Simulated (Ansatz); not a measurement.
The cluster TlF2⁻, relaxed as a singlet with RKS PBE0-D4/def2-TZVPD in Ansatz, starting from the GFN1-xTB geometry. Force threshold 0.02 eV/Å.

In the def2 sets Tl takes a core potential; there is no spin–orbit coupling. The structure comes from a short search, and lower isomers may exist.

Start:

```csv
atom,x (Å),y (Å),z (Å)
Tl1,-0.124,-0.445,-0.664
F2,2.138,0.186,-0.034
F3,-2.014,0.258,0.698
```

```json
{"step": "1", "energy (eV)": "-10128.6804", "largest force component (eV/Å)": "0.748", "SCF passes": "17"}
{"step": "2", "energy (eV)": "-10128.8721", "largest force component (eV/Å)": "0.606", "SCF passes": "27"}
{"step": "3", "energy (eV)": "-10128.9826", "largest force component (eV/Å)": "0.159", "SCF passes": "27"}
{"step": "4", "energy (eV)": "-10128.9853", "largest force component (eV/Å)": "0.125", "SCF passes": "22"}
{"step": "5", "energy (eV)": "-10128.9901", "largest force component (eV/Å)": "0.010", "SCF passes": "21"}
```

Force components are those of the run's own axes.

End:

Cartesian coordinates in Å:
```
Tl -0.147 -0.524 -0.781
F 1.733 0.233 0.098
F -1.586 0.291 0.683
```

By distances, no bond broke or formed. The bond that changes most is Tl1–F3, from 2.43 to 2.21 Å (atoms count from 1).

No frequencies were taken in this run, so the end may be a saddle point.

It took 4.5 s on 4 threads of Arm Neoverse V1 on a shared host.
